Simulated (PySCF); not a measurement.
Si(H)(Vi)(OMe)(NH2), SMILES C([SiH](OC)N)=C (C3H9NOSi), GFN2-xTB optimised geometry.

```
15

Si    -0.51    -0.05     0.00
N     -1.03    -0.78     1.46
C     -1.20    -1.02    -1.45
C     -2.37    -1.64    -1.46
O      1.13    -0.05     0.00
C      2.00     0.54    -0.91
H     -1.01     1.34     0.00
H     -0.60    -0.50     2.32
H     -1.18    -1.78     1.47
H     -0.60    -1.08    -2.36
H     -3.02    -1.62    -0.60
H     -2.74    -2.19    -2.31
H      1.89     0.10    -1.90
H      3.02     0.38    -0.56
H      1.81     1.62    -0.99
```

Density from CAM-B3LYP/def2-TZVP in PySCF at that geometry.

Minimum of the electron density along straight lines between bonded atoms, close to the bond critical point (lines longer than 1.1 times the sum of covalent radii, or with two minima, are not listed):

| bond | length / Å | ρ at the minimum / e bohr⁻³ | ∇²ρ there / e bohr⁻⁵ | position (fraction from the first atom) |
|---|---|---|---|---|
| Si1–N2 | 1.718 | 0.136 | ___ | 0.40 |
| Si1–C3 | 1.885 | 0.122 | 0.16 | 0.39 |
| C3–C4 | 1.323 | 0.358 | -1.12 | 0.49 |
| Si1–O5 | 1.635 | 0.140 | ___ | 0.41 |
| O5–C6 | 1.394 | 0.266 | -0.54 | 0.65 |
| Si1–H7 | 1.468 | 0.127 | ___ | 0.49 |
| N2–H8 | 1.006 | 0.337 | -1.65 | 0.74 |
| N2–H9 | 1.006 | 0.337 | -1.65 | 0.74 |
| C3–H10 | 1.085 | 0.281 | -0.98 | 0.64 |
| C4–H11 | 1.077 | 0.290 | -1.05 | 0.65 |
| C4–H12 | 1.080 | 0.288 | -1.04 | 0.65 |
| C6–H13 | 1.093 | 0.284 | -1.01 | 0.64 |
| C6–H14 | 1.091 | 0.287 | -1.03 | 0.65 |
| C6–H15 | 1.093 | 0.284 | -1.01 | 0.65 |

Question: What belongs in the gaps?

Answer: 
- Si1–N2, ∇²ρ there / e bohr⁻⁵: 0.55
- Si1–O5, ∇²ρ there / e bohr⁻⁵: 0.86
- Si1–H7, ∇²ρ there / e bohr⁻⁵: 0.15
